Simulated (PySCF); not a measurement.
Species: BiMe2(SMe), C₃H₉BiS.
Bonds: Bi1–C2, Bi1–C6, Bi1–S10, S10–C11. Hydrogens: H3, H4, H5 on C2; H7, H8, H9 on C6; H12, H13, H14 on C11.

The calculation used PBE0-D3(BJ)/def2-SVP geometry optimisation, gas phase, def2 core potentials past Kr (PySCF).

Problem. What internal coordinates does the optimisation give?

Solution. 
```csv
bond,length (Å)
"Bi1–C2, Bi1–C6",2.269
Bi1–S10,2.547
C2–H3 and 5 like bonds,1.099
S10–C11,1.819
"C11–H12, C11–H13, C11–H14",1.100
```

Bonds in one row agree within 0.01 Å and their mean is given. A selection of angles:
```csv
angle,degrees
C2–Bi1–C6,92.3
C2–Bi1–S10,90.9
C6–Bi1–S10,93.9
Bi1–C2–H3,108.8
H3–C2–H4,110.1
Bi1–C6–H8,107.7
Bi1–S10–C11,101.9
S10–C11–H12,112.3
S10–C11–H13,106.4
H12–C11–H13,108.0
H12–C11–H14,109.5
```

Torsions: C2–Bi1–S10–C11 149° (anticlinal). The mirror-image conformer, all signs reversed, is as good.

Bi1 (bismuth bonded to 2 C and S) is pyramidal (angles 93.9°, 92.3° and 90.9°, sum 277.2°, 1.30 Å off the plane of its three neighbours).

Point group: C1 (no symmetry element, even within 0.4 Å). No frequency check. The numbers are those of one conformer.
